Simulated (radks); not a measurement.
Results of a calculation; reference values are marked as such.
Q: These are the eigenvalues of the occupied orbitals of an atom or ion with whole-number occupations (eV). Code: a radial shooting solver on a logarithmic mesh with Libxc functionals. Model: scalar-relativistic Kohn-Sham, r2SCAN, spin-polarised, spherical densities, finite nucleus; meta-GGA in the generalised Kohn-Sham scheme; Fermi nuclear charge, rms radius of each element as measured or else 0.836 A^(1/3) + 0.57 fm.

orbital  eigenvalue
1s down   -12937.73
1s up     -12937.72
2s up     -2025.083
2s down   -2018.864
2p up     -1828.142
2p down   -1823.512
3s up     -570.5494
3s down   -562.0440
3p up     -506.7522
3p down   -497.9577
3d up     -407.0133

Which element is it, and in what charge state? The configuration may be excited. Open shells, if any, are filled with parallel spins first.

A: Z = 34, selenium, charge +13: Se13+ in [Ar] 3d3. The list shows which subshells hold electrons but not how many an open one holds; the 1s level, -475.45 hartree, gives Z - s = 30.8 by -(Z - s)^2/2, which with screening and relativity narrows Z to a few neighbours, and the depths of the outer levels then fix element, charge and occupations together.
